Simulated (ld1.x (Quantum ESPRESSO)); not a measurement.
## Which change was made? (Mo, TM)

- Element: Mo
- Generator: ld1.x (Quantum ESPRESSO) 7.5
- Type: norm-conserving Troullier–Martins (Kleinman–Bylander form)
- Functional: LDA (PZ)
- Relativity: fully relativistic
- Frozen core: [Ar] 3d10
- Valence charge: 14
- Reference configuration: 4s2 4p6 4d5 5s0 5p0 (charge +1)
- Partial waves: 4s (bound): rc 1.55 bohr; 4p (bound): rc 1.50 bohr; 4d (bound): rc 1.45 bohr; 4f channel at -0.15 Ry: rc 1.20 bohr
- Local potential: all-electron potential smoothed inside 1.50 bohr (lloc = -1)
- Core correction: Bessel-smoothed model core inside 0.90 bohr

Open shells are filled in proportion to 2j + 1 (rel_dist='average').

Cutoffs, loose and tight: the cutoffs (Ry, on a coarse ladder) from which the occupation-weighted sum of valence levels, in a spherical-Bessel basis at the reference potential, stays within 10 and 1 mRy of its value at 400 Ry. They do not see the model core or the augmentation charge, which bear on the density cutoff. Test errors are all-electron minus pseudo excitation energies from the reference, over the configurations 4s2 4p6 4d5 5s1 5p0; 4s2 4p6 4d4 5s0 5p0; 4s2 4p6 4d3 5s0 5p0; 4s2 4p6 4d5 5s0.5 5p0; 4s1 4p6 4d5 5s1 5p0; 4s2 4p6 4d2 5s0 5p0; 4s2 4p6 4d6 5s0 5p0; variants that change the core or the reference have their own tests.

The base gives: outcome: generated; bound ghosts: not determined; largest test error (meV): +310.

On the changes marked as counting shells twice: ld1.x takes every shell without a wave as core, so the model core holds the marked electrons as well and exchange and correlation see them twice. This cancels in the reference configuration, but the file is broken for other ones, and its errors say nothing about a proper core correction.

Q: After one change the result is: outcome: generated; bound ghosts: not determined; largest test error (meV): +176. Which change was it?
A. core [Kr], valence charge 6; reference 4d5 5s1 5p0; waves now 5p (bound): rc 4.20 bohr; 4d (bound): rc 1.50 bohr; 4f channel at -0.15 Ry: rc 4.15 bohr; 5s (bound): rc 2.75 bohr; local potential the s channel; core correction none
B. reference 4s2 4p6 4d5 5s1 5p0 (5s counted twice)
C. local potential the d channel

A: C. The others give: reference 4s2 4p6 4d5 5s1 5p0 (5s counted twice) → outcome: generated, misses its reference levels by 0.20 eV; bound ghosts: not determined; largest test error (meV): -1425 | core [Kr], valence charge 6; reference 4d5 5s1 5p0; waves now 5p (bound): rc 4.20 bohr; 4d (bound): rc 1.50 bohr; 4f channel at -0.15 Ry: rc 4.15 bohr; 5s (bound): rc 2.75 bohr; local potential the s channel; core correction none → outcome: generated; cutoff, loose: 45 Ry; cutoff, tight: 55 Ry; bound ghosts: none; largest test error (meV): -225.
